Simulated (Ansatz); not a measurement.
Consider the β-hydride elimination: `C[O][Ga]([OH])[Cl]` → `[OH][GaH][Cl]` + `C=O`.

Calculated with Ansatz (gas phase, PBE0-D4/def2-TZVP geometries, no zero-point term in ΔE). CBS: MP2 limit from def2 TZ/QZ plus the TZ coupled-cluster correction, frozen cores. This one scheme is used for every species. Functionals use def2-TZVPP. For Ga outer-core shells are correlated without core-valence functions, which leaves a few kJ/mol of doubt a bond. Scalar relativity is left out up to krypton. One conformer a species, not always the lowest.

| level | ΔE (kcal/mol) |
| --- | --- |
| r2SCAN-D4 | 36.5 |
| ωB97X-V | 36.0 |
| MP2/def2-TZVPP | 37.9 |
| SCS-MP2/def2-TZVPP | 35.2 |
| CCSD/def2-TZVPP | 35.4 |
| MP2/def2-QZVPP | 38.2 |
| SCS-MP2/def2-QZVPP | 35.5 |
| CCSD/CBS(def2) | 35.9 |

What does CCSD(T)/CBS give? (Best estimate.)

Computed: +36.0 kcal/mol. The listed levels differ from it by 0.5, 0.0, 1.9, -0.8, -0.6, 2.2, -0.5, -0.1 kcal/mol.

Largest T1 diagnostic among the species: 0.015.

From PBE to PBE0 (25 % exact exchange), in def2-TZVPP and without D4, ΔE moves by +3.0 kcal/mol. The D4 term adds +2.9 kcal/mol with B3LYP and +1.6 kcal/mol with PBE0; it sums over pairs of atoms, weighted by their polarisabilities, and B3LYP, whose exchange is more repulsive, gets the larger term.

B3LYP here is the variant with VWN-RPA as its local correlation; programs differ in this.
